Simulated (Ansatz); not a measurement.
C₂H₅BO (`BC(C)=O`). The species carries charge 0 and has multiplicity 1.

Cartesian coordinates in Å:
```
B -0.540 1.451 -0.296
C -0.054 0.013 -0.193
C 0.497 -1.175 0.470
O -0.385 0.089 -1.386
H -1.684 1.686 -0.045
H 0.255 2.307 -0.543
H -0.147 -1.434 1.316
H 0.586 -2.018 -0.216
H 1.472 -0.918 0.894
```

(1) What are the harmonic wavenumbers in cm⁻¹ at PBE0-D4/def2-TZVP (Ansatz, finite differences of forces, unscaled)? (Best estimate.)

(2) Is this a minimum?

(3) Give the ideal-gas thermochemistry at 298.15 K and 1 bar (rigid rotor, harmonic oscillator; point group Cs, symmetry number 1).

(4) And at 400, 500, 600, 800 and 1000 K?

(5) Rotational constants (cm⁻¹)?

Results:

(1) The calculation gave: 128, 225, 314, 450, 725, 764, 819, 947, 1000, 1029, 1173, 1330, 1406, 1445, 1448, 1697, 2585, 2677, 3051, 3123, 3156.

(2) Yes, all 21 modes are real.

(3) Zero-point energy 176.4 kJ/mol; H(298) − E = 192.4 kJ/mol; entropy 292.1 J/(mol·K), of which translation 159.0, rotation 99.0, vibration 34.1; G(298) − E = 105.3 kJ/mol.

(4) 
```
T (K)  H − E (kJ/mol)  S (J/mol/K)  G − E (kJ/mol)
  400           201.2        317.5            74.2
  500           211.5        340.4            41.3
  600           223.2        361.6             6.2
  800           249.8        399.8           -70.0
 1000           279.8        433.2          -153.4
```

(5) 0.6448, 0.223, 0.1789.
